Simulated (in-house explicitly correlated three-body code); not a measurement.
Computed with an exponentially correlated three-body code. Model: two electrons around a point charge, non-relativistic, variational in 260 exponentially correlated functions (energies converged to about 1e-7 hartree, or 1e-8 relative for large Z).

The wave function depends on r1, r2 and r12, so the cusp where the electrons meet is built in. Binding is counted against the one-electron ion, and the quantum defect is n less (Z − 1)/√(2 × binding).

Command:
```bash
python run_hyl.py task.json out
```
Settings (lengths in bohr, energies in hartree):
```
Z                      1.195
interaction_strength   1
functions              260
states_tried           13
```

Run time, properties included: 66 s on 1 thread of Arm Neoverse N1, on a shared host.

**Those bound S and P states to n = 4 that converged, binding against the one-electron ion.**

Given: nuclear charge 1.195.

Computed: one-electron threshold -0.7140125 hartree.

| term | energy (hartree) | binding (eV) | quantum defect |
| --- | --- | --- | --- |
| 1 1S | -0.833423629 | 3.2493 | 0.60098 |
| 2 3S | -0.724618092 | 0.28859 | 0.66109 |
| 2 1S | -0.722037578 | 0.21837 | 0.4608 |
| 2 3P | -0.718850565 | 0.13165 | 0.017634 |
| 2 1P | ? | ? | ? |
| 3 3S | -0.717471248 | 0.094117 | 0.65545 |
| 4 1S | -0.715521941 | 0.041074 | 0.45095 |
| 4 3P | -0.715213008 | 0.032667 | 0.020421 |

Q: What belongs in the row 2 1P?

A: energy (hartree): -0.718786232; binding (eV): 0.1299; quantum defect: 0.0043214.

**Converged states only, values per electron or pair.**

```
term  mean r (bohr)  mean r squared (bohr²)  mean inverse r (1/bohr)  mean r12 (bohr)  mean inverse r12 (1/bohr)  mean cosine  mean p1 dot p2 (bohr⁻²)  delta r1 (bohr⁻³)  delta r12 (bohr⁻³)
1 1S         1.9099                  5.3733                   0.8828           3.0295                    0.44303    -0.098535                 0.057583            0.30881            0.008714
2 3S         7.6062                  120.01                  0.64391           14.042                   0.089706    -0.010778               0.00064815            0.27269                   -
2 1S         9.8802                  204.36                  0.63282           18.565                   0.068363   -0.0065135               0.00095358            0.27241          0.00014888
2 3P          13.13                  378.04                  0.62263           25.047                   0.050392   -0.0041655              -0.00032468            0.27149                   -
2 1P         13.381                  391.68                  0.62199           25.548                   0.048977   -0.0034632               0.00023761            0.27157          7.7355e-07
3 3S              ?                       ?                        ?                ?                          ?            ?                        ?                  ?                   -
4 1S         49.139                  5307.1                  0.60476           97.033                   0.014323  -0.00055907               7.8928e-05            0.27167           1.239e-05
4 3P         58.947                    7722                   0.6037           116.65                   0.012423   -0.0005218              -4.9686e-05            0.27157                   -
```

Q: What belongs in the row 3 3S?

A: mean r (bohr): 21.818; mean r squared (bohr²): 1032.9; mean inverse r (1/bohr): 0.61372; mean r12 (bohr): 42.406; mean inverse r12 (1/bohr): 0.031854; mean cosine: -0.0020791; mean p1 dot p2 (bohr⁻²): 0.00012335; delta r1 (bohr⁻³): 0.27181.

**Electric-dipole lines between converged S and P states, rate of the upper state's decay.**

```json
{"s state": "1 1S", "p state": "2 1P", "p minus s (eV)": "3.1194", "oscillator strength from s": "0.019846", "rate (1/s)": "2.7933e+06"}
{"s state": "2 1S", "p state": "2 1P", "p minus s (eV)": "0.088474", "oscillator strength from s": "0.86444", "rate (1/s)": "97870"}
{"s state": "4 1S", "p state": "2 1P", "p minus s (eV)": "-0.088826", "oscillator strength from s": "-0.037758", "rate (1/s)": "12927"}
{"s state": "2 3S", "p state": "2 3P", "p minus s (eV)": "0.15694", "oscillator strength from s": "0.85274", "rate (1/s)": "303800"}
{"s state": "2 3S", "p state": "4 3P", "p minus s (eV)": "0.25593", "oscillator strength from s": "0.012134", "rate (1/s)": "11496"}
{"s state": "3 3S", "p state": "2 3P", "p minus s (eV)": "?", "oscillator strength from s": "?", "rate (1/s)": "?"}
{"s state": "3 3S", "p state": "4 3P", "p minus s (eV)": "0.06145", "oscillator strength from s": "0.096861", "rate (1/s)": "5290.3"}
```

Q: What belongs in the row 3 3S 2 3P?

A: p minus s (eV): -0.037533; oscillator strength from s: -0.47575; rate (1/s): 29082.

**Functionals on the exact density and self-consistent, errors are functional minus exact, hybrids only self-consistent, a dash where a self-consistent run leaves the top level unbound.**

```tsv
result	exchange error (millihartree)	correlation error (millihartree)	functional driven error (millihartree)	self consistent total error (millihartree)	top level plus exact binding (eV)
PBEsol	21.834	-2.9514	18.883	-	-
OLYP	-7.6571	5.6012	-2.0559	-	-
revTPSS	-6.8072	0.42492	-6.3822	-	-
AM05	49.229	-31.79	17.439	-	-
LDA PW92	66.41	-42.861	23.549	-	-
M06-L	-8.2174	7.6608	-0.55666	-	-
B3LYP VWN-RPA	-	-	-	-10.947	2.6086
PBE	-2.865	5.4892	2.6242	-	-
HSE06	-	-	-	2.7858	2.9017
TPSS	-7.6817	4.0317	-3.6501	-	-
BP86	-8.2956	-0.90601	-9.2016	-	-
PBE0	-	-	-	3.2492	2.5018
SCAN	-7.6864	7.6215	-0.064942	-	-
LDA VWN5	66.41	-42.93	23.481	-	-
BLYP	?	?	?	-	-
r2SCAN0	-	-	-	1.8128	2.3447
PW91	-4.4431	3.4675	-0.97566	-	-
wB97X	-	-	-	?	?
RPBE	-12.261	5.4892	-6.7716	-	-
r2SCAN	-7.6864	7.6215	-0.064942	-	-
```

Q: What belongs in the row BLYP?

A: exchange error (millihartree): -8.2956; correlation error (millihartree): 5.6012; functional driven error (millihartree): -2.6944.

Q: What belongs in the row wB97X?

A: self consistent total error (millihartree): -3.2163; top level plus exact binding (eV): -0.01207.
